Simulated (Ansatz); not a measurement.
`N=C(O)[SiH2][SiH3]`. Charge 0, multiplicity 1. The structure was optimised at the PBE0-D4/def2-TZVP level. It is one conformer, not always the lowest.

```xyz
12

N    -2.037    0.908   -1.110
C    -0.872    0.421   -1.053
O    -0.499   -0.512   -1.952
Si    0.505    0.809    0.204
Si    1.088   -1.134    1.370
H    -2.196    1.598   -0.384
H    -1.259   -0.649   -2.540
H     1.681    1.361   -0.519
H    -0.046    1.849    1.112
H    -0.125   -1.722    1.997
H     1.689   -2.123    0.439
H     2.071   -0.807    2.437
```

What is the dipole moment at PBE/def2-TZVPP? (Estimate.)

The calculation gave: 0.79 D, with components (0.49, 0.15, 0.60) D in this frame, pointing from negative to positive charge.

And with r2SCAN, B3LYP, ωB97M-V? (Estimate.)

Ansatz gave: r2SCAN 0.86 D, B3LYP 0.98 D, ωB97M-V 1.04 D.

Give the Mulliken charges with PBE, r2SCAN, B3LYP in def2-TZVPP. (An estimate is asked.)

Ansatz gave: 
```csv
atom,PBE,r2SCAN,B3LYP
N1,-0.24,-0.33,-0.27
C2,0.07,0.15,0.10
O3,-0.24,-0.31,-0.29
Si4,0.16,0.23,0.22
Si5,0.11,0.18,0.16
H6,0.16,0.17,0.15
H7,0.19,0.21,0.20
H8,-0.04,-0.06,-0.06
H9,-0.05,-0.07,-0.07
H10,-0.03,-0.05,-0.05
H11,-0.03,-0.05,-0.04
H12,-0.04,-0.06,-0.05
```

B3LYP here is the variant with VWN-RPA as its local correlation; programs differ in this.
